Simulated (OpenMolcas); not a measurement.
**OpenMolcas run: Pt4+**

Pt4+ among 8 point charges of -1.2 e arranged as a cube (Oh), 1.74 Å from the ion. With inversion symmetry the input lists one of each pair of outer charges.

Input:

```
&GATEWAY
Coord
1

Pt 0.0 0.0 0.0
Basis=ANO-RCC-VDZP
Group=XYZ
NoMove
AngMom=0.0 0.0 0.0
AMFI
XField
4 Angstrom 0
1.004589 1.004589 1.004589 -1.200000
1.004589 1.004589 -1.004589 -1.200000
1.004589 -1.004589 1.004589 -1.200000
1.004589 -1.004589 -1.004589 -1.200000
&SEWARD
&RASSCF
FileOrb=start.orb
Symmetry=1
Spin=5
nActEl=6 0 0
Inactive=15 19
Ras2=5 0
CIRoot=5 5 1
SDav=5
CIMx=300
Iter=120 100
PrWF=0.3
OrbListing=Nothing
MaxOrb=0
>>> COPY $Project.JobIph JOB001
&RASSCF
FileOrb=start.orb
Symmetry=1
Spin=3
nActEl=6 0 0
Inactive=15 19
Ras2=5 0
CIRoot=45 45 1
SDav=45
CIMx=300
Iter=120 100
PrWF=0.3
OrbListing=Nothing
MaxOrb=0
>>> COPY $Project.JobIph JOB002
&RASSCF
FileOrb=start.orb
Symmetry=1
Spin=1
nActEl=6 0 0
Inactive=15 19
Ras2=5 0
CIRoot=50 50 1
SDav=50
CIMx=300
Iter=120 100
PrWF=0.3
OrbListing=Nothing
MaxOrb=0
>>> COPY $Project.JobIph JOB003
&RASSI
NrOfJobIphs=3 5 45 50
1 2 3 4 5
1 2 3 4 5 6 7 8 9 10 11 12 13 14 15 16 17 18 19 20 21 22 23 24 25 26 27
28 29 30 31 32 33 34 35 36 37 38 39 40 41 42 43 44 45
1 2 3 4 5 6 7 8 9 10 11 12 13 14 15 16 17 18 19 20 21 22 23 24 25 26 27
28 29 30 31 32 33 34 35 36 37 38 39 40 41 42 43 44 45 46 47 48 49 50
IphNames
JOB001
JOB002
JOB003
EJob
SpinOrbit
DIPRint=1.0
SOCoupling=1000.0
Subsets=2
Property=9
'ANGMOM' 1 'ANGMOM' 2 'ANGMOM' 3 'MLTPL  1' 1 'MLTPL  1' 2 'MLTPL  1' 3
'AMFI' 1 'AMFI' 2 'AMFI' 3
SOProperty=3
'ANGMOM' 1 'ANGMOM' 2 'ANGMOM' 3
```

Launched by
```bash
OMP_NUM_THREADS=1 MOLCAS_MEM=1689 MOLCAS_PROJECT=a pymolcas a.inp > a.log  # once for each step of the input, in one work folder
```

A driver script runs the steps one by one and writes start.orb anew before each from the orbitals found so far.

Output, cut to the results:

```
--- SEWARD ---
Basis set label: PT.ANO-RCC...7S6P4D2F.

      Electronic valence basis set:
      ------------------
      Associated Effective Charge  78.000000 au
      Associated Actual Charge     78.000000 au
      Nuclear Model: Point charge

      Shell  nPrim  nBasis  Cartesian Spherical Contaminant
         s      24       7        X
         p      21       6        X
         d      15       4                 X
         f      11       2                 X
                  Relativistic Douglas-Kroll-Hess integrals:
                    - DKH order of Hamiltonian: 2
                    - DKH order of Properties : 0
                  Atomic mean-field integrals
--- RASSCF ---
Wave function specifications:
      -----------------------------

      Number of closed shell electrons          68
      Number of electrons in active shells       6
      Max number of holes in RAS1 space          0
      Max nr of electrons in RAS3 space          0
      Number of inactive orbitals               34
      Number of active orbitals                  5
      Number of secondary orbitals              20
      Spin quantum number                      2.0
      State symmetry                             1
Orbital specifications:
      -----------------------

      Symmetry species                           1   2
                                                ag  au
      Frozen orbitals                            0   0
      Inactive orbitals                         15  19
      Active orbitals                            5   0
      RAS1 orbitals                              0   0
      RAS2 orbitals                              5   0
      RAS3 orbitals                              0   0
      Secondary orbitals                         7  13
      Deleted orbitals                           0   0
      Number of basis functions                 27  32
      Number of CSFs                             5
      Number of root(s) required                 5
      Iter CI   SX   CI       RASSCF       Energy    max ROT     max BLB   max BLB  Level Ln srch  Step   QN
          iter iter root      energy       change     param      element    value   shift minimum  type update
 Nr of preliminary CI iterations:   1
      Total energies have been shifted. Add               -18000.00 au
        1   1    6    0  -403.67424546    0.00E+00   1.88E-01*  16  23 1  4.38E-01*  0.01   0.00    SX    NO
        2   1    6    0  -404.03269981   -3.58E-01*  2.79E-02   18  24 2  1.69E-01*  0.17   0.00    SX    NO
        3   1    6    0  -404.05397072   -2.13E-02*  1.64E-02   11  27 2  5.05E-02*  0.12   0.00    SX    NO
        4   1    5    0  -404.05693333   -2.96E-03*  7.17E-03   19  25 2  2.38E-02*  0.14   0.00    SX    NO
        5   1    5    0  -404.05751892   -5.86E-04*  2.08E-03   13  29 2  9.95E-03*  0.13   0.69    QN   YES
        6   1    4    0  -404.05766058   -1.42E-04*  5.15E-05   13  29 2  1.21E-04*  0.13   1.01    QN   YES
        7   1    3    0  -404.05766061   -3.16E-08*  9.59E-06   18  24 2  1.60E-05   0.13   1.14    QN   YES
        8   1    3    0  -404.05766061   -8.55E-10   7.72E-07   18  25 1 -1.41E-06   0.13   1.04    QN   YES
      Convergence after  8 iterations
        9   1    3    0  -404.05766061    1.46E-11   7.72E-07   18  25 1 -1.39E-07   0.13   1.04    QN   YES
      Natural orbitals and occupation numbers for root  1
      sym 1:   1.000000   1.000000   2.000000   1.000000   1.000000
      Natural orbitals and occupation numbers for root  2
      sym 1:   2.000000   1.000000   1.000000   1.000000   1.000000
      Natural orbitals and occupation numbers for root  3
      sym 1:   1.000000   2.000000   1.000000   1.000000   1.000000
::    RASSCF root number  1 Total energy: -18404.08606135
::    RASSCF root number  2 Total energy: -18404.08606135
::    RASSCF root number  3 Total energy: -18404.03872679
::    RASSCF root number  4 Total energy: -18404.03872679
::    RASSCF root number  5 Total energy: -18404.03872679
--- RASSCF ---
Wave function specifications:
      -----------------------------

      Number of closed shell electrons          68
      Number of electrons in active shells       6
      Max number of holes in RAS1 space          0
      Max nr of electrons in RAS3 space          0
      Number of inactive orbitals               34
      Number of active orbitals                  5
      Number of secondary orbitals              20
      Spin quantum number                      1.0
...
--- RASSI ---
SPIN-FREE ENERGIES:
  (Shifted by EMIN (a.u.) =     -18404.0860613453)

 SF State       Relative EMIN(au)   Rel lowest level(eV)    D:o, cm**(-1)      L_eff

     1             0.0000000000        0.0000000000              0.0000         2.0
     2             0.0000000000        0.0000000000              0.0000         2.0
     3             0.0473345574        1.2880389249          10388.7345         2.0
     4             0.0473345574        1.2880389249          10388.7345         2.0
     5             0.0473345574        1.2880389249          10388.7345         2.0
     6             0.0577436167        1.5712838575          12673.2590         4.1
     7             0.0577436167        1.5712838575          12673.2590         4.1
     8             0.0577436167        1.5712838575          12673.2590         4.1
     9             0.0900310588        2.4498699146          19759.5334         4.9
    10             0.0900310588        2.4498699146          19759.5334         4.9
    11             0.0968001798        2.6340670823          21245.1838         3.8
    12             0.0968001798        2.6340670823          21245.1838         3.8
    13             0.0968001798        2.6340670823          21245.1838         3.8
    14             0.0998659974        2.7174922288          21918.0530         4.0
    15             0.0998659974        2.7174922288          21918.0530         4.0
    16             0.0998659974        2.7174922288          21918.0530         4.0
    51             0.1046990070        2.8490051200          22978.7760         4.9
    52             0.1046990070        2.8490051200          22978.7760         4.9
    53             0.1046990070        2.8490051200          22978.7760         4.9
    17             0.1076900799        2.9303963594          23635.2406         3.0
    54             0.1085038783        2.9525409418          23813.8487         5.4
...
```

Spin-orbit levels above the lowest (labels of O, the rotations of Oh):

```
E (cm-1)  Degeneracy  Label      2S+1
     0.0           1     A1  5 (81 %)
    58.2           2      E  5 (74 %)
   502.8           3     T1  5 (82 %)
    1243           3     T2  5 (71 %)
    5667           1     A2         5
    9093           3     T2  5 (65 %)
   10063           2      E  5 (51 %)
   12798           3     T2  3 (50 %)
   13784           3     T1  5 (83 %)
   15160           3     T2  3 (43 %)
   16427           1     A1  5 (64 %)
   16858           3     T1  5 (72 %)
   17123           2      E  3 (73 %)
   18460           1     A1  3 (70 %)
   18567           3     T1  3 (73 %)
   22428           2      E  3 (56 %)
   22937           3     T2  3 (68 %)
   23515           3     T1         3
   24726           3     T2  3 (78 %)
   24750           1     A2  3 (87 %)
```

An orbital doublet at a regular site is open to a Jahn-Teller distortion, which this geometry leaves out. Without dynamic correlation the repulsion within the d shell is too large (B by tens of per cent), so at a given field states of lower spin stand too high. Point charges give a weaker field than real ligands, and real ions of this kind are as a rule low spin; the high spin found here belongs to the model. Point charges carry no covalency, so the field is a model and not that of real ligands. No measured value stands beside these numbers.

The RASSCF and RASSI steps took 20 s on 1 thread of Arm Neoverse V2, with other jobs on the host; the integral step is not counted.
